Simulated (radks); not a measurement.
Question: Sr4+, 34 electrons, occupied as [Ar] 3d10 4s2 4p4. Method: Dirac Kohn-Sham, PBE, spin-unpolarised, spherical densities, point nucleus; open shells fill j = l - 1/2 first; computed with a radial shooting solver on a logarithmic mesh with Libxc functionals. Some entries of the table are withheld. Estimate them.

orbital  occ.  eigenvalue (Ry)  <r> (bohr)  <r^2> (bohr^2)
1s1/2       2        -1174.504     0.03916        0.002067
2s1/2       2        -162.0695      0.1722         0.03501
2p1/2       2        -147.8149         (1)         0.02669
2p3/2       4        -142.7857         (2)         0.02809
3s1/2       2        -28.01666      0.4915          0.2774
3p1/2       2        -22.83781      0.4908          0.2813
3p3/2       4        -22.06527      0.5011          0.2931
3d3/2       4        -12.97627      0.4944             (3)
3d5/2       6        -12.84108      0.4980             (4)
4s1/2       2         -6.17592       1.299           1.904
4p1/2       2         -4.81266       1.427           2.314
4p3/2       2         -4.71000       1.452           2.394

Answer: 
(1) 2p1/2 <r> (bohr): 0.1475
(2) 2p3/2 <r> (bohr): 0.1516
(3) 3d3/2 <r^2> (bohr^2): 0.2976
(4) 3d5/2 <r^2> (bohr^2): 0.3019
